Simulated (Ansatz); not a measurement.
Ansatz (a quantum-chemistry and plane-wave program) input (wB97M-V/def2-TZVPD):

Ansatz 0.2 input:
```yaml
crystal:
  periodic: [false, false, false]
  atoms:
    - {symbol: Be, position_ang: [0.00000000, 0.00000000, 0.00000000]}
    - {symbol: Cl, position_ang: [-0.00000000, -0.00000000, -1.83888656]}
    - {symbol: Cl, position_ang: [0.00000000, 0.00000000, 1.83888656]}
basis:
  gaussian:
    orbitals: def2-TZVPD
hamiltonian:
  xc: {name: wB97M-V}
total_charge: 1
magnetization: {spin_polarized: true, initial_magnetization: 1}
output: {forces: true}
```

End of the output:

```
186 factors; integrals over basis functions are off by at most 4.9e-5 eV
mean field: 0.66 GiB planned
mean field evaluation 1: about -25436.4320 eV, gradient 1.6e1 eV
mean field evaluation 2: about -25437.3531 eV, gradient 1.1e1 eV
mean field evaluation 4: about -25437.7535 eV, gradient 3.9e-1 eV
mean field evaluation 8: about -25437.7875 eV, gradient 6.0e-2 eV
mean field evaluation 16: about -25437.7876 eV, gradient 1.4e-5 eV
mean field -25437.78755003 eV, -934.8214501121 hartree, gradient 1.0e-5 eV, S^2 0.764040; 2 other end points of the search recorded, 0 dependent functions left out
the calculation of the forces begins
reference -25437.78762042 eV, -934.8214526986 hartree; 19, 18 occupied and 95, 96 virtual orbitals, 717 factors
Total energy: -25437.78762042 eV, -934.8214526986 hartree
Atom 0 at     0.000000     0.000000     0.000000 Å, force     0.000000    -0.000000     0.000001 eV/Å
Atom 1 at    -0.000000    -0.000000    -1.838887 Å, force    -0.000000     0.000000     0.240880 eV/Å
Atom 2 at     0.000000     0.000000     1.838887 Å, force     0.000000    -0.000000    -0.240881 eV/Å
Dipole moment:     0.000000    -0.000000    -0.000000 e Å
```
